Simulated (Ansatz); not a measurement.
Consider the hydrogenolysis of a C–S bond: `O[C]1(S)[NH][GeH2]1` + H₂ → `O[CH]1[NH][GeH2]1` + H₂S.

Isolated molecules relaxed with PBE0-D4/def2-TZVP in Ansatz; ΔE leaves out vibrations. CCSD(T)/CBS adds triple-zeta CCSD(T) − MP2 to the extrapolated MP2 energy (def2 sets, frozen cores). This one scheme is used for every species. DFT in def2-TZVPP. B3LYP here is the variant with VWN-RPA as its local correlation; programs differ in this. For Ge outer-core shells are correlated without core-valence functions, which leaves a few kJ/mol of doubt a bond. Scalar relativity is left out up to krypton. One conformer a species, not always the lowest.

| level | ΔE (kcal/mol) | difference from CCSD(T)/CBS |
| --- | --- | --- |
| PBE-D4 | -9.9 | -3.2 |
| PBE0-D4 | -9.0 | -2.3 |
| B3LYP-D4 | -14.2 | -7.5 |
| ωB97M-V | -11.3 | -4.6 |
| HF/def2-TZVPP | -21.8 | -15.1 |
| SCS-MP2/def2-TZVPP | -6.2 | 0.5 |
| CCSD/def2-TZVPP | -9.9 | -3.2 |
| CCSD(T)/def2-TZVPP | -8.0 | -1.3 |
| HF/CBS(def2) | -21.8 | -15.1 |
| CCSD/CBS(def2) | -8.6 | -1.9 |
| CCSD(T)/CBS | -6.7 | 0 |

Largest T1 diagnostic among the species: 0.014.

From PBE to PBE0 (25 % exact exchange), in def2-TZVPP and without D4, ΔE moves by +1.1 kcal/mol. In def2-TZVPP, CCSD(T) changes the Hartree–Fock value by +13.8 kcal/mol (the triples alone add +2.0 kcal/mol) and MP2 by +19.3 kcal/mol.
